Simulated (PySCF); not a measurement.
## Cost of excited-state runs on [C6H9O]+, charge +1

Cartesian coordinates in Å; atom numbers follow the order of the lines, from 1:
```xyz
16

C    -1.3320   -0.8684    1.4859
O    -0.4064    0.1097    1.0018
C    -0.3754    0.4001   -0.4567
C    -0.2852    1.8566   -0.7950
C     0.7380   -0.3297    0.1092
C     2.1507   -0.3889    0.4412
C     1.5431   -1.5344    0.1861
H    -2.3154   -0.4012    1.5531
H    -0.9991   -1.1581    2.4830
H    -1.3788   -1.7474    0.8417
H    -1.1268   -0.1619   -1.0078
H     0.4497    2.3596   -0.1723
H     0.0090    1.9596   -1.8370
H    -1.2519    2.3377   -0.6653
H     3.0143    0.1694    0.7123
H     1.5587   -2.5938    0.0924
```

Total charge +1.

PySCF with density fitting, on 1 thread of an Arm Neoverse V1, shared host. Command: `OMP_NUM_THREADS=1 python excited_run.py task.json out`

Problem. How long does each of these runs take, and how much memory?
- magnetisability and related constants, B97-D/3-21G; usual settings
- magnetisability and related constants, KT3/pcSseg-1; isotopologues

Solution. 
| run | level | basis functions | wall time | peak memory (GiB) |
| --- | --- | --- | --- | --- |
| magnetisability and related constants | B97-D/3-21G | 81 | 12 s | 0.47 |
| magnetisability and related constants | KT3/pcSseg-1 | 164 | 38 s | 0.57 |

Times from a shared host are rough.
